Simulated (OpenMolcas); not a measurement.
**Levels of Sm III by method**

```yaml
Program: OpenMolcas
Basis: ANO-RCC-VDZP [7s6p4d2f1g]
Scalar_Hamiltonian: DKH2, point nucleus
Active_space: 6 electrons in 7 orbitals (4f)
State_averaging: 2S+1 = 7 even, 7 roots; 2S+1 = 5 even, 140 roots (126 in the spin-orbit step); 2S+1 = 3 even, 588 roots (308 in the spin-orbit step); 2S+1 = 1 even, 490 roots (173 in the spin-orbit step)
Spin-orbit_coupling: state interaction with AMFI integrals over the reference wave functions, term energies averaged over their components
```

Methods on the same reference wave functions:
A. CASSCF
B. SS-CASPT2, IPEA 0.25 Eh, imaginary shift 0.1 Eh (closed shells correlated: 5s 5p)

Energies in eV above 4f⁶ ⁷F₀, the measured ground level; measured values from Martin, Zalubas and Hagan, Atomic Energy Levels: The Rare-Earth Elements, NSRDS-NBS 60 (1978).

```json
{"Level": "4f⁶ ⁷F₀", "A": "0.0000", "B": "0.0000", "Measured": "0.0000"}
{"Level": "4f⁶ ⁷F₁", "A": "0.0353", "B": "0.0409", "Measured": "0.0364"}
{"Level": "4f⁶ ⁷F₂", "A": "0.1002", "B": "0.1130", "Measured": "0.1009"}
{"Level": "4f⁶ ⁷F₃", "A": "0.1876", "B": "0.2061", "Measured": "0.1851"}
{"Level": "4f⁶ ⁷F₄", "A": "0.2911", "B": "0.312", "Measured": "0.2824"}
{"Level": "4f⁶ ⁷F₅", "A": "0.4059", "B": "0.427", "Measured": "0.3883"}
{"Level": "4f⁶ ⁷F₆", "A": "0.5282", "B": "0.545", "Measured": "0.4993"}
{"Level": "4f⁶ ⁵D₀(1)", "A": "2.3452", "B": "1.793", "Measured": ""}
{"Level": "4f⁶ ⁵D₁(1)", "A": "2.5002", "B": "1.961", "Measured": ""}
{"Level": "4f⁶ ⁵D₂(1)", "A": "2.7482", "B": "2.214", "Measured": ""}
{"Level": "4f⁶ ⁵D₃(1)", "A": "3.0583", "B": "2.522", "Measured": ""}
{"Level": "4f⁶ ⁵L₆", "A": "3.1930", "B": "2.993", "Measured": ""}
{"Level": "4f⁶ ⁵L₇", "A": "3.2924", "B": "3.107", "Measured": ""}
{"Level": "4f⁶ ⁵L₈", "A": "3.3856", "B": "3.206", "Measured": ""}
{"Level": "4f⁶ ⁵D₄(1)", "A": "3.4150", "B": "2.874", "Measured": ""}
{"Level": "4f⁶ ⁵G₂(1)", "A": "3.4385", "B": "2.965", "Measured": ""}
{"Level": "4f⁶ ⁵G₃(1)", "A": "3.4566", "B": "2.996", "Measured": ""}
{"Level": "4f⁶ ⁵L₉", "A": "3.4674", "B": "3.291", "Measured": ""}
{"Level": "4f⁶ ⁵G₄(1)", "A": "3.4725", "B": "3.018", "Measured": ""}
{"Level": "4f⁶ ⁵G₅(1)", "A": "3.4769", "B": "3.027", "Measured": ""}
{"Level": "4f⁶ ⁵G₆(1) [67 %]", "A": "3.4856", "B": "3.036", "Measured": ""}
{"Level": "4f⁶ ⁵L₁₀", "A": "3.5303", "B": "3.354", "Measured": ""}
{"Level": "4f⁶ ⁵H₃(1)", "A": "3.9860", "B": "3.589", "Measured": ""}
{"Level": "4f⁶ ⁵H₄(1)", "A": "4.0361", "B": "3.639", "Measured": ""}
```

Deviations, from unrounded energies. A percentage is the sum of absolute deviations over the sum of measured energies, with the sign that they share, or ± where signs differ.

```tsv
Against measurement	Levels	A	B
mean absolute deviation (cm-1)	6	80	200
fine structure of the ground term (%)	6	±4.0	+10.2
```

A lies closest to measurement on these levels. The largest miss of A in the table is 4f⁶ ⁷F₆, by +230 cm-1. The ranking rests on the paired levels alone, and a cruder setting can come out closer through cancelling errors.

From A to B the spin-free energies of the other terms of 4f⁶ shown, above ⁷F, scale by factors of 0.79 to 0.93, as is usual when dynamic correlation screens the repulsion within a d or f shell.

The lowest spin-free term lies below A's lowest term by 0.408 hartree in B.

CASPT2 does not keep the components of a term degenerate, so their means are used; among the terms shown or strongly mixed into the levels shown the widest spread is 230 cm-1 (4f⁶ ⁵G(1), B). High states are left out of the spin-orbit mixing, which shifts the levels that they would mix with. Without dynamic correlation excited terms often stand tens of per cent too high (terms of higher spin than the ground term too low), and those without a measured partner can miss by more than the paired ones (holds for A). Measured partners are found by configuration, term and J. A level has none where our copy of the source lacks it or the pairing is in doubt (some pairs that miss far off the trend of their configuration count as doubtful), and it then counts in no deviation. Levels of configurations outside the active space are missing. Levels that lie high or do not pair safely by name in every column are left out.

A share in square brackets marks a mixed level and gives the weight of the term that names it, the lowest over the columns. A number in round brackets counts repeated terms of one configuration in the order of the reference energies.
